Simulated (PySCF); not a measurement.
TDDFT excited states: C6H5F3O

Compound: C₆H₅F₃O.
InChI=1S/C6H5F3O/c1-2-3-4-5(10)6(7,8)9/h2,4H,1H3

Computed with PySCF, TDDFT PBE0/def2-SVPD, vertical, gas phase, core orbitals frozen in the response. The structure is a single GFN2-xTB conformer in the gas phase; no vibrational or solvent corrections. Torsions of this conformer, `[CH3:1][CH:2]=[C:3]=[CH:4][C:5](=[O:6])[C:7]([F:8])([F:9])[F:10]`: C3–C4–C5–O6 -179°, C4–C5–C7–F8 -179°.

**Question.** Predict the UV-vis stick spectrum at this level.

**Answer.** 

| state | λ (nm) | E (eV) | f | \|μ\| (D) | main configurations (H = HOMO, L = LUMO) |
| --- | --- | --- | --- | --- | --- |
| S1 | 327.9 | 3.78 | 0.0002 | 0.12 | H→L (91%) |
| S2 | 264.6 | 4.69 | 0.0000 | 0.03 | H-2→L (89%) |
| S3 | 215.0 | 5.77 | 0.365 | 4.09 | H-1→L (90%) |
| S4 | 190.2 | 6.52 | 0.0001 | 0.07 | H-1→L+1 (98%) |
| S5 | 180.2 | 6.88 | 0.329 | 3.55 | H→L+1 (73%), H→L+2 (11%) |
| S6 | 177.9 | 6.97 | 0.059 | 1.50 | H→L+2 (71%), H→L+3 (11%), H→L+1 (10%) |

Triplets, Tamm–Dancoff:

| state | E (eV) | λ (nm) | main configurations (H = HOMO, L = LUMO) |
| --- | --- | --- | --- |
| T1 | 3.28 | 378.2 | H→L (83%), H-2→L (13%) |
| T2 | 3.67 | 337.8 | H-1→L (94%) |

The lowest singlet comes at 328 nm (365 kJ/mol) in the ultraviolet; it is dark (f under 0.0005); its leading configuration is HOMO→LUMO (91%). The most intense listed level is S3 at 5.77 eV (215 nm, f = 0.365), 1.99 eV above S1. Löwdin shares by element: HOMO carbon 43% or more, oxygen 28% (atoms not listed hold the other 29%); LUMO carbon 56% or more, oxygen 26% (atoms not listed hold the other 19%). Weighted by f, the mean energy of these states is 6.35 eV. Of the 6 states listed, 3 reach f = 0.01 and 3 stay under 0.0005. Orbital energies (eV): HOMO-3 -11.34, HOMO-2 -8.85, HOMO-1 -8.63, HOMO -7.98, LUMO -2.35, LUMO+1 -0.34, LUMO+2 0.32. Singlets were solved by full linear response, triplets in the Tamm–Dancoff approximation.
